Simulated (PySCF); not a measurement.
**Static response to an electric field**

Compound: Si(NH2)Me3, C₃H₁₁NSi.
Geometry (PBE0-D3(BJ)/def2-SVP, Å), atoms numbered from 1 in this order:
```xyz
16
C3H11NSi angstrom
Si     0.0088   -0.0316    0.1575
N      0.0843   -0.1772    1.8944
H     -0.7824   -0.2871    2.4108
H      0.7013    0.4504    2.4004
C      1.7805   -0.0097   -0.4643
H      1.8096   -0.0099   -1.5654
H      2.3283   -0.8951   -0.1061
H      2.3211    0.8872   -0.1213
C     -0.8668    1.5280   -0.4469
H     -0.8977    1.5722   -1.5480
H     -0.3502    2.4334   -0.0896
H     -1.9056    1.5718   -0.0817
C     -0.9177   -1.5309   -0.4908
H     -1.9553   -1.5510   -0.1192
H     -0.4276   -2.4635   -0.1724
H     -0.9650   -1.5210   -1.5910
```

Level: CAM-B3LYP/def2-SVPD (PySCF), static field, nuclei fixed, core orbitals frozen in the response. The polarisability tensor in these axes (au):

```
x   73.15 -0.05  0.40
y   -0.05 73.22 -0.57
z    0.40 -0.57 69.93
```

**Question.** What are the eigenvalues, a third of the trace, and Δα (Δα² = ½Σ(αi − αj)² over the three pairs)?

**Answer.** Principal values 69.79, 73.13 and 73.39 au; mean 72.10 au = 10.68 Å³ = 11.89 × 10⁻⁴⁰ C²·m²/J; Δα = 3.47 au (5 % of the mean).

**Question.** What is the dipole moment, and where does it point?

**Answer.** (-0.34, 0.69, 0.30) D, 0.82 D in size, pointing from the negative to the positive side. Measured along this direction, the outermost atoms are H15 at the negative end and H11 and H12 at the positive end.

**Question.** What would n − 1 = 2πNα be for an ideal gas of these molecules at 500 K and 1 atm, electronic part alone?

**Answer.** N = p/kT = 1.4678 × 10¹⁹ cm⁻³, so n − 1 = 2π × N × 10.68 × 10⁻²⁴ cm³ = 985 × 10⁻⁶ at long wavelengths, for an ideal gas.

**Question.** How large is μ²/3kT at 298 K beside α?

**Answer.** In Gaussian units μ²/3kT = 5.48 Å³ against 10.68 Å³, a ratio of 0.51; the Debye molar polarisation (4π/3)N_A(α + μ²/3kT) is 40.8 cm³/mol, leaving out the vibrational part.

**Question.** Molar refractivity from α?

**Answer.** Lorentz–Lorenz: R = (4π/3)N_A α = 2.5225 cm³/(mol·Å³) × 10.68 Å³ = 27.0 cm³/mol, in the limit of long wavelengths.

**Question.** Find the Langevin capture rate constant for H3O+ (19.018 u) meeting this molecule (89.066 u), k = 2.342 × 10⁻⁹ cm³/s × √(α in Å³ / reduced mass in u).

**Answer.** The reduced mass is 15.67 u, so k = 1.93 × 10⁻⁹ cm³/s. The formula leaves out the permanent dipole, which adds to the capture rate.

**Question.** Rayleigh depolarisation ratio (linearly polarised light, static tensor)?

**Answer.** ρ = 3Δα²/(45ᾱ² + 4Δα²) = 36.2/(233927 + 48.3) = 0.000155.

Isolated species at its PBE0-D3(BJ)/def2-SVP geometry, gas phase.
